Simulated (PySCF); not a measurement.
PySCF 2.14 output of an unrestricted M06 calculation on a single atom or ion in aug-cc-pVTZ-DK, with the spin-free X2C one-electron Hamiltonian (Gaussian nucleus):

```
SCF conv_tol = 1e-09
number electrons alpha = 16  beta = 14
    Y. Zhao and D. G. Truhlar.,  Theor. Chem. Acc. 120, 215 (2008)
    Y. Zhao and D. G. Truhlar.,  Theor. Chem. Acc. 120, 215 (2008)
cycle= 1 E= -1795.51679429437  delta_E= -0.0168  |g|= 0.133  |ddm|= 0.628
cycle= 2 E= -1795.51467589655  delta_E= 0.00212  |g|= 0.192  |ddm|= 0.19
cycle= 3 E= -1795.51858574581  delta_E= -0.00391  |g|= 0.00408  |ddm|= 0.101
cycle= 4 E= -1795.51857607011  delta_E= 9.68e-06  |g|= 0.00233  |ddm|= 0.0311
cycle= 5 E= -1795.51857111363  delta_E= 4.96e-06  |g|= 0.000342  |ddm|= 0.00881
cycle= 6 E= -1795.51857115528  delta_E= -4.17e-08  |g|= 4.57e-05  |ddm|= 0.00255
cycle= 7 E= -1795.51857115869  delta_E= -3.4e-09  |g|= 1.86e-05  |ddm|= 0.000651
cycle= 8 E= -1795.51857115883  delta_E= -1.43e-10  |g|= 2.2e-06  |ddm|= 9.34e-05
converged SCF energy = -1795.51857115883  <S^2> = 2.0018799  2S+1 = 3.001253
```

The run itself started from symmetry-adapted Hartree-Fock orbitals and held the occupation by maximum overlap, on a logarithmic radial grid, so the iterations belong to that start.

Task: Which element, charge and spin multiplicity is this?

Result: Zn (zinc, neutral), multiplicity 3; the state was [Ar] 3d9 4s2 4p1, one real determinant (an excited configuration).

⟨L²⟩ = 8.00 against 12 for a pure F term, so this real determinant mixes terms.
